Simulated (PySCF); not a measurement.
**A small calculation by hand: dipole moment from atomic charges**

GeS, SMILES [S]=[Ge] (connectivity only; charge and spin as stated), neutral, multiplicity 1. Atoms are numbered in the order given.

```xyz
2

Ge     0.0000     0.0000    -0.6762
S      0.0000     0.0000     1.3523
```

The structure is a stationary point at B3LYP-D3(BJ)/def2-TZVP.

Charges (e) from M06-2X/def2-TZVPD run with PySCF:

```tsv
atom	ESP fit	IAO
Ge1	0.263	0.385
S2	-0.263	-0.385
```

The dipole moment of the full density is 2.48 D.

Task: What dipole moment does each set of point charges give, and which comes closer to that of the density?

Result: 
μ = Σ q r, and 1 e Å = 4.8032 D.
ESP fit: Σ q r = (0.000, 0.000, -0.533) e Å, |μ| = 2.56 D.
IAO: Σ q r = (0.000, 0.000, -0.781) e Å, |μ| = 3.75 D.
ESP fit comes closer in size. Point charges leave out the atoms' own dipoles (lone pairs, polarised bonds); fits to the potential absorb them, partitions of the density don't.
